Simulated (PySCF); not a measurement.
**Adding and removing an electron: NaGe**

UHF-SCS-MP2; basis Na def2-SVPD, Ge def2-SVPD; no relativity; PySCF 2.14. Neutral (UHF): quartet (σ ↑, π ↑↑), Re = 2.769 Å, ωe = 214 cm⁻¹, De = 1.20 eV.

NaGe⁺ (UHF): triplet (σ ↑, π ↑), Re = 3.298 Å, ωe = 112 cm⁻¹, De = 0.47 eV to Na⁺ + Ge. The energies at the minima are -2237.05629 hartree for NaGe and -2236.84984 for NaGe⁺.

Work out the adiabatic ionisation energy, without and with harmonic zero-point energies (1 hartree = 27.2114 eV, 1 eV = 8065.5 cm⁻¹), and the change of the bond length.

At UHF-SCS-MP2: 0.20645 hartree = 5.618 eV between the minima; the zero-point term (112.0 − 214.0)/2 cm⁻¹ = -0.006 eV makes it 5.611 eV. Re changes by +52.9 pm against the neutral. The electron leaves a π orbital, and the ion is left as a loose complex of an ion and an atom.

Correlated steps freeze 10 core orbitals. Weak bonds: NaGe⁺. Basis-set superposition, not corrected here, can be much of De in a small basis, most of all at correlated wavefunction levels. Spin–orbit coupling is left out. For an ion De counts to the pair picked by the measured ionisation energies or electron affinities, which need not be the lowest pair at this level. States were picked by a PBE0 search and need not be the measured ground states.
